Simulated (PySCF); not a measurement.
Energy landscape of F₃Si, doublet: umbrella (inversion) coordinate, bond length relaxed. Scanned: angle between the Si-F bonds and the threefold axis (90 = planar). Other coordinates (Si-F bond length) were minimised at B3LYP/def2-TZVP.

Levels: UKS-BP86/6-31G* = unrestricted BP86/6-31G*, spherical d run with PySCF 2.14.0; CAM-B3LYP = unrestricted CAM-B3LYP/cc-pVDZ in PySCF; UMP2/3-21G = unrestricted MP2 (frozen core)/3-21G (PySCF).

Energies in kcal/mol, each method relative to its own lowest point.

```csv
a / °,UKS-BP86/6-31G*,CAM-B3LYP,UMP2/3-21G
90,29.6,33.8,52.3
93,27.3,30.6,41.5
96,21.5,23.5,30.2
99,14.7,16.0,?
102,8.6,9.4,12.3
105,3.9,4.4,6.1
108,?,1.2,2.0
111,0.0,0.0,0.0
114,?,0.8,0.3
117,4.4,3.9,?
120,10.2,9.5,?
123,18.6,17.7,16.2
126,30.0,29.1,27.3
129,45.0,44.2,41.9
132,64.1,63.7,60.8
```

Problem. What belongs in the gaps?

Solution. 
- 99, UMP2/3-21G: 20.4
- 108, UKS-BP86/6-31G*: 1.0
- 114, UKS-BP86/6-31G*: 1.1
- 117, UMP2/3-21G: 3.0
- 120, UMP2/3-21G: 8.2
